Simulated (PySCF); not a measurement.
M06-L on Cl⁺ (chlorine, charge +1)

Configuration: [Ne] 3s2 3p4, high-spin 3P determinant. All numbers are calculated (PySCF 2.14, the non-relativistic Hamiltonian (point nucleus), in aug-cc-pV(Q+d)Z with one added diffuse shell each of s, p, d, f, g type (8s7p6d4f3g, 114 functions)).

```
Total energy                                                  : -459.6787 hartree
One-electron energy                                           : -627.4571 hartree
Hartree (Coulomb) energy                                      : 195.6635 hartree
Exchange-correlation energy                                   : -27.8852 hartree
Kinetic energy                                                : 458.85963 hartree
⟨S²⟩                                                          : 2.0055
⟨L²⟩                                                          : 2.017
Sum of ⟨r⟩                                                    : 13.27 bohr
Sum of ⟨r²⟩                                                   : 20.29 bohr²
Traceless quadrupole moment −½Σ⟨3z² − r²⟩ along its main axis : -1.33 e·bohr²
Density at the nucleus (Gaussians lack the cusp)              : 3190 bohr⁻³
Spin density at the nucleus                                   : 0.169 bohr⁻³
Langevin diamagnetic susceptibility                           : -16.1 ×10⁻⁶ cm³/mol
```

```json
{"shell": "1s α", "electrons": "1", "mean orbital energy (eV)": "-2768.1", "spread (eV)": "0", "rms radius, mean of both spins (bohr)": "0.106"}
{"shell": "1s β", "electrons": "1", "mean orbital energy (eV)": "-2767.6", "spread (eV)": "0", "rms radius, mean of both spins (bohr)": "0.106"}
{"shell": "2s α", "electrons": "1", "mean orbital energy (eV)": "-270.13", "spread (eV)": "0", "rms radius, mean of both spins (bohr)": "0.483"}
{"shell": "2s β", "electrons": "1", "mean orbital energy (eV)": "-269.88", "spread (eV)": "0", "rms radius, mean of both spins (bohr)": "0.483"}
{"shell": "2p α", "electrons": "3", "mean orbital energy (eV)": "-207.78", "spread (eV)": "0.716", "rms radius, mean of both spins (bohr)": "0.453"}
{"shell": "2p β", "electrons": "3", "mean orbital energy (eV)": "-207.26", "spread (eV)": "0.353", "rms radius, mean of both spins (bohr)": "0.453"}
{"shell": "3s α", "electrons": "1", "mean orbital energy (eV)": "-34.118", "spread (eV)": "0", "rms radius, mean of both spins (bohr)": "1.61"}
{"shell": "3s β", "electrons": "1", "mean orbital energy (eV)": "-30.701", "spread (eV)": "0", "rms radius, mean of both spins (bohr)": "1.61"}
{"shell": "3p α", "electrons": "3", "mean orbital energy (eV)": "-20.732", "spread (eV)": "1.476", "rms radius, mean of both spins (bohr)": "1.83"}
{"shell": "3p β", "electrons": "1", "mean orbital energy (eV)": "-18.523", "spread (eV)": "0", "rms radius, mean of both spins (bohr)": "1.83"}
```
